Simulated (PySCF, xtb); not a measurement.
Mo(O)2(F)(NH2) (FH2MoNO2), SMILES [O]=[Mo](=[O])([F])[NH2], multiplicity 1.

GFN2-xTB in xtb at its own geometry gives an orbital gap of 4.09 eV and a dipole moment of 5.52 D.

The structure is a stationary point at B3LYP-D3(BJ)/def2-SVP. The multiplicity is an assumed one; no other spin state was optimised. The structure was generated by enumeration; whether it is a known compound was not checked. The def2 effective core potentials stand for the cores of Mo; spin–orbit coupling is left out. The values are those of a single conformer.

Question: What does PBE/def2-TZVP (PySCF) give? (An estimate is asked for; the answer gives what the named calculation found.)

Answer: gap 4.29 eV (levels -7.51 and -3.22 eV), dipole 3.77 D.
